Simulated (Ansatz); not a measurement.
The molecule MnS, multiplicity 8 (not the ground state: that is measured with 2S+1 = 6). No spin–orbit coupling. Mn is treated without relativity.

Seven points along R, fitted to fifth degree in 1/R; most abundant isotopes. Runs in def2 and cc sets follow the lowest solution found near the PBE0 minimum.

The values were computed with Ansatz (Gaussian basis) for Hartree–Fock, density functionals and correlated methods. 

| level | r_e (Å) | ω_e (cm⁻¹) | ω_e x_e (cm⁻¹) | B_e (cm⁻¹) | dipole (D) |
|---|---|---|---|---|---|
| PBE/def2-TZVPP | 2.351 | 340 | 1.4 | 0.151 | 1.87 |
| PBE0/def2-TZVPP | 2.358 | 351 | 1.3 | 0.150 | 2.58 |
| wB97X-V/def2-TZVPP | 2.354 | 358 | 1.3 | 0.150 | 2.60 |
| CCSD/def2-TZVPP | 2.378 | 350 | 1.2 | 0.147 | - |
| CCSD(T)/def2-TZVPP | 2.373 | 349 | 1.2 | 0.148 | - |

Correlated levels freeze the inner cores; with def2 sets outer-core shells near the valence are correlated too.

Ansatz is a first-principles code.
